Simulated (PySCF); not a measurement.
Species: C2H7NOSi.
Bonds: C1–N2 (double), N2–C3, C3–O4, O4–Si5. Hydrogens: H6, H7 on C1; H8, H9 on C3; H10, H11, H12 on Si5.

Computed by this run: PySCF 2.14.0, PBE0-D3(BJ)/def2-SVP geometry optimisation, gas phase; density fitting, grid level 1; the optimiser is geomeTRIC in internal coordinates, started from a GFN2-xTB structure with every atom displaced at random (about 0.01 Å).

Step 0: E = -13585.7756 eV
```
atom  x, y, z in Å  |  force x, y, z in eV/Å
C1      2.2960   -0.0962    0.6381   -1.810   2.197  -0.316
N2      1.5878    0.9707    0.5321    0.923  -0.581   0.158
C3      0.1713    0.9435    0.3179    1.197   0.288   0.912
O4     -0.3340   -0.3253    0.2507   -0.190  -0.525  -0.026
Si5    -1.8702   -0.7781   -0.1730    0.366   0.163   0.671
H6      1.8680   -1.0769    0.5672   -0.334  -1.061  -0.037
H7      3.3482    0.0350    0.7897    0.982  -0.045   0.163
H8      0.0121    1.5151   -0.6010   -0.273   0.270  -0.388
H9     -0.2662    1.5167    1.1743    0.001  -0.098  -0.352
H10    -2.8607   -0.2025    0.7663   -0.251   0.036   0.161
H11    -1.7385   -2.2159   -0.0412   -0.355  -0.805  -0.106
H12    -2.1799   -0.3105   -1.5112   -0.255   0.162  -0.840
```

Step 1: E = -13585.9507 eV
```
atom  x, y, z in Å  |  force x, y, z in eV/Å
C1      2.2886   -0.0420    0.6900    0.066  -0.108  -0.232
N2      1.6334    1.0248    0.5139   -0.010  -0.176   0.122
C3      0.2324    0.9540    0.2822   -0.225  -0.085  -0.189
O4     -0.2890   -0.3515    0.2046    0.158   0.119   0.039
Si5    -1.8552   -0.7957   -0.1494    0.038   0.088  -0.016
H6      1.8322   -1.0508    0.6417    0.065   0.178   0.072
H7      3.3757    0.0272    0.8519   -0.085  -0.003   0.065
H8      0.0290    1.5104   -0.6570    0.014  -0.062   0.052
H9     -0.2613    1.5164    1.0961   -0.024   0.037   0.059
H10    -2.7969   -0.2844    0.8937   -0.025   0.015  -0.009
H11    -1.8894   -2.2822   -0.1746    0.036  -0.001   0.006
H12    -2.2656   -0.2506   -1.4829   -0.008  -0.001   0.032
```

Step 2: E = -13585.9551 eV
```
atom  x, y, z in Å  |  force x, y, z in eV/Å
C1      2.2951   -0.0460    0.6648   -0.063   0.019   0.130
N2      1.6274    1.0159    0.5127    0.018   0.020   0.049
C3      0.2253    0.9499    0.2808   -0.035  -0.086  -0.066
O4     -0.2863   -0.3539    0.2079    0.051   0.009   0.020
Si5    -1.8531   -0.7890   -0.1467   -0.025  -0.004  -0.008
H6      1.8464   -1.0528    0.6273    0.009   0.002  -0.037
H7      3.3700    0.0332    0.8804    0.013   0.000  -0.087
H8      0.0209    1.5018   -0.6580    0.007   0.002  -0.002
H9     -0.2680    1.5122    1.0981    0.026   0.017   0.000
H10    -2.7998   -0.2734    0.8908   -0.002   0.011  -0.008
H11    -1.8816   -2.2758   -0.1678    0.005   0.000   0.003
H12    -2.2622   -0.2465   -1.4802   -0.004   0.010   0.007
```

**Question.** Estimate the geometry and energy of step 3. (The exact step hangs on the optimiser's Hessian estimate; all steps are aligned on step 2, rigid shifts and turns removed.)

**Answer.** E = -13585.9570 eV, largest force 0.073 eV/Å
```
atom  x, y, z in Å  |  force x, y, z in eV/Å
C1      2.2941   -0.0444    0.6722   -0.005   0.021  -0.006
N2      1.6224    1.0151    0.5264    0.018   0.050  -0.031
C3      0.2219    0.9449    0.2865   -0.013  -0.034   0.063
O4     -0.2862   -0.3585    0.2163    0.026  -0.021   0.015
Si5    -1.8525   -0.7875   -0.1477   -0.037  -0.020  -0.005
H6      1.8518   -1.0524    0.6290   -0.017  -0.035  -0.018
H7      3.3751    0.0380    0.8504    0.013   0.001   0.020
H8      0.0222    1.4934   -0.6548    0.013   0.012  -0.015
H9     -0.2740    1.5107    1.1005    0.002   0.009  -0.018
H10    -2.8056   -0.2626    0.8795    0.004   0.005  -0.004
H11    -1.8846   -2.2743   -0.1632   -0.003   0.002   0.001
H12    -2.2506   -0.2467   -1.4847   -0.001   0.008  -0.002
```

The energy changes by -0.0019 eV. The first-order estimate −F·Δx gives -0.0045 eV and the mean of the old and new forces, exact on a quadratic surface, -0.0020 eV. The step makes an angle of 64° with the force vector and moves no atom by more than 0.031 Å.

What follows is the cost of the whole optimisation. On one thread, Arm Neoverse V1 (aarch64), no GPU, on a shared host, this took 23 s of wall time and 0.44 GiB of memory at its peak.
